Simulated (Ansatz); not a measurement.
Mulliken charges of `BNC(=O)S` from ωB97M-V/def2-TZVPP in Ansatz (PBE0-D4/def2-TZVP geometry).

| atom | x (Å) | y (Å) | z (Å) | charge (e) |
| --- | --- | --- | --- | --- |
| B1 | 0.097 | -0.340 | -1.683 | -0.137 |
| N2 | -0.349 | -0.356 | -0.344 | -0.143 |
| C3 | 0.235 | 0.337 | 0.713 | 0.266 |
| O4 | 1.191 | 1.046 | 0.622 | -0.288 |
| S5 | -0.636 | 0.034 | 2.248 | -0.118 |
| H6 | -0.523 | -0.995 | -2.464 | 0.064 |
| H7 | 1.049 | 0.307 | -1.974 | 0.100 |
| H8 | -1.157 | -0.906 | -0.091 | 0.119 |
| H9 | 0.181 | 0.827 | 2.955 | 0.136 |

Question: By hand: the dipole of these point charges (1 e Å = 4.8032 D).

Answer: Σ q r = (-0.210, -0.146, 0.061) e Å, of length 0.263 e Å = 1.26 D.

Question: How does the dipole of the full density compare? (An estimate is asked.)

Answer: Ansatz gave: (-0.402, -0.267, 0.161) e Å, 2.44 D; the point charges give 0.52 times that, at 5° from its direction.

Point charges leave out the atoms' own dipoles, such as those of lone pairs, and Mulliken's split depends on the basis, so the two needn't agree.
